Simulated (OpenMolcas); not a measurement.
O III: effect of the IPEA shift

| Quantity | Value |
| --- | --- |
| Program | OpenMolcas 26.06 |
| Basis | ANO-RCC-VTZP [4s3p2d1f] |
| Scalar Hamiltonian | DKH2, point nucleus |
| Active space | 4 electrons in 8 orbitals (2s 2p 3s 3p) |
| State averaging | 2S+1 = 3 even, 3 roots; 2S+1 = 1 even, 11 roots; 2S+1 = 5 odd, 1 root; 2S+1 = 3 odd, 9 roots; 2S+1 = 1 odd, 8 roots |
| Spin-orbit coupling | state interaction with AMFI integrals over the reference wave functions, term energies averaged over their components |

Methods on the same reference wave functions:
A. CASSCF
B. MS-CASPT2, IPEA 0 Eh, imaginary shift 0.1 Eh (closed shells correlated: 1s)
C. MS-CASPT2, IPEA 0.25 Eh, imaginary shift 0.1 Eh (closed shells correlated: 1s)

Energies in cm⁻¹ above 2s² 2p² ³P₀, the measured ground level; measured values from Moore, Selected Tables of Atomic Spectra, NSRDS-NBS 3, section 11.

```json
{"Level": "2s² 2p² ³P₀", "A": "0.0", "B": "0.0", "C": "0.0", "Measured": "0.0"}
{"Level": "2s² 2p² ³P₁", "A": "109", "B": "109", "C": "109", "Measured": "113"}
{"Level": "2s² 2p² ³P₂", "A": "323", "B": "323", "C": "323", "Measured": ""}
{"Level": "2s² 2p² ¹D₂", "A": "22867", "B": "20980", "C": "20900", "Measured": "20273"}
{"Level": "2s² 2p² ¹S₀", "A": "39697", "B": "43560", "C": "43380", "Measured": "43186"}
{"Level": "2s 2p³ ⁵S°₂", "A": "51146", "B": "58570", "C": "58370", "Measured": "60325"}
{"Level": "2s 2p³ ³D°₁", "A": "123295", "B": "118840", "C": "119160", "Measured": ""}
{"Level": "2s 2p³ ³D°₂", "A": "123302", "B": "118850", "C": "119160", "Measured": ""}
{"Level": "2s 2p³ ³D°₃", "A": "123313", "B": "118860", "C": "119170", "Measured": ""}
{"Level": "2s 2p³ ³P°₀", "A": "143492", "B": "142540", "C": "142590", "Measured": ""}
{"Level": "2s 2p³ ³P°₁", "A": "143499", "B": "142550", "C": "142600", "Measured": ""}
{"Level": "2s 2p³ ³P°₂", "A": "143514", "B": "142560", "C": "142620", "Measured": ""}
{"Level": "2s 2p³ ¹D°₂", "A": "201608", "B": "188870", "C": "189440", "Measured": "187054"}
{"Level": "2s 2p³ ³S°₁", "A": "207617", "B": "197840", "C": "198350", "Measured": "197088"}
{"Level": "2s 2p³ ¹P°₁", "A": "221436", "B": "211920", "C": "212160", "Measured": "210462"}
```

Deviations, from unrounded energies. A percentage is the sum of absolute deviations over the sum of measured energies, with the sign that they share, or ± where signs differ.

```
                        Against measurement  Levels     A     B     C
             mean absolute deviation (cm-1)       7  7300   980  1200
      fine structure of the ground term (%)       1  -3.3  -3.4  -3.4
other terms of the ground configuration (%)       2  ±9.6  +1.7  +1.3
                   other configurations (%)       4  ±6.9  ±0.9  ±1.1
```

B lies closest to measurement on these levels and A furthest from it. The largest miss of B in the table is 2s 2p³ ¹D°₂, by +1800 cm-1. The ranking rests on the paired levels alone, and a cruder setting can come out closer through cancelling errors.

Between B and C the level of the table that moves most is 2s 2p³ ¹D°₂, by 570 cm-1 (lowest in B, highest in C). Moves below CASPT2's spread within the term are not significant.

From A to B the spin-free energies of the other terms of 2s² 2p² shown, above ³P, scale by factors of 0.92 to 1.10.

The lowest spin-free term lies below A's lowest term by 0.057 hartree in B, 0.055 hartree in C.

CASPT2 breaks the degeneracy within a term, and the mean is taken; among the terms shown or strongly mixed into the levels shown the widest spread is 92 cm-1 (2s 2p³ ¹D°, C). Active for correlation alone: 3p 3s; no level in the range computed is led by a configuration that fills them, so any true level of that kind is missing. Measured partners are found by configuration, term and J. A level has none where our copy of the source lacks it or the pairing is in doubt (some pairs that miss far off the trend of their configuration count as doubtful), and it then counts in no deviation. Only configurations of the active space appear. Levels that lie high or do not pair safely by name in every column are left out.

° marks odd parity.
